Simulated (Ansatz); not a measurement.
Harmonic frequencies (cm⁻¹) at PBE0-D4/def2-TZVP from Ansatz: 22, 164, 210, 356, 509, 512, 598, 915, 963, 1064, 1241, 1245, 1403, 1413, 1485, 1493, 2978, 3006, 3052, 3120, 3132.

Each molecule was computed in one conformer, which needn't be the lowest.

Task: Which molecule is it?
A. `Cl[SiH]1CC1`
B. `ClC1C[SiH2]1`
C. `CC[Si]Cl`
D. `[SiH3]/C=C/Cl`

Result: C.
